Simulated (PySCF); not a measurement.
# A ladder for the ionisation energy of Co

Co [Ar] 3d7 4s2 (4F) → Co+ [Ar] 3d8 (3F). Scalar values calculated with PySCF 2.14 in aug-cc-pVTZ-DK (spin-free X2C; valence: [Ar] frozen). The spin-orbit shift comes from two-component X2C-1e calculations (generalised Hartree-Fock, GHF, and MP2 on its spinors, GMP2) in x2c-QZVPPall-2c: GMP2 gives 7.104 eV without and 7.115 eV with screened spin-orbit coupling, a shift of 0.010 eV (GHF: 0.011 eV). Sums use unrounded values; where a UHF row is shifted, it takes the GHF shift.

```
           method  scalar (eV)  plus spin-orbit shift (eV)  error (eV)
              UHF        8.295                       8.306       0.425
              LDA        7.892                       7.902       0.021
              PBE        7.783                       7.794      -0.087
             PBE0        7.872                       7.882       0.001
           r2SCAN        7.906                       7.917       0.036
          LC-wPBE        7.180                       7.191      -0.690
          r2SCANh        7.952                       7.962       0.081
            B3LYP        8.098                       8.109       0.228
            HSE06        7.949                       7.960       0.079
    MP2 (valence)        7.429                       7.439      -0.442
SCS-MP2 (valence)        7.451                       7.461      -0.420
   CCSD (valence)        8.082                       8.092       0.211
CCSD(T) (valence)        8.074                       8.084       0.203
```

Reference: 7.881 eV (measured; NIST Atomic Spectra Database, ionization energies).

The errors of the correlated levels include the incompleteness of the basis and the frozen core, so a lower level can come closer by cancellation.
